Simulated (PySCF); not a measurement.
SMILES ClBCl at its B3LYP/def2-SVP optimised geometry (Å):

```
4

B     -0.4258     0.2294     0.0000
H     -1.0167     1.2709     0.0000
Cl    -1.3217    -1.2709    -0.0004
Cl     1.3217     0.2294     0.0000
```

Computed with PySCF with B3LYP/def2-TZVP. Cells within 0.4 Å of a nucleus heavier than hydrogen are left out (blank, or x).

Map of the electron localisation function on the plane z = 0.0 Å:

```
|0000000000000000000000000000000|
|0000000000000000000000000000000|
|0000000000000000000000000000000|
|0000000024553100000000000000000|
|0000001589998510000000000000000|
|0000016999999830000011111000000|
|0000048999999950000123432100000|
|0000179999999971001355654310000|
|0000279999999982002567776431000|
|0000169999999983114688887642000|
|0000038999999983236789988752100|
|0000014899999974457888998753100|
|0000001479998323677511588763100|
|000000013676xxx18870xxx58763100|
|000000001341xxx0886xxxx28764100|
|000112223453xxx18870xxx58764100|
|0123455566785114777511488763100|
|0235677777888753467888998763100|
|1246788864578752136789988753100|
|135788971xx27752013678887642000|
|13578994xxx16762001467776531000|
|12578894xxx06874000135654310000|
|024678871xx38875100012332100000|
|0134678875789875200000111000000|
|0013467788899875200000000000000|
|0001345678888875200000000000000|
|0000123466777664200000000000000|
|0000011234555542100000000000000|
|0000000122333221000000000000000|
|0000000001111100000000000000000|
|0000000000000000000000000000000|
```
Scale: ten equal steps from 0.000 (start of '0') to 1.000 (end of '9'), in the order '0123456789'; x runs from -3.50 to 3.50, y from -3.50 (bottom) to 3.50 (top).
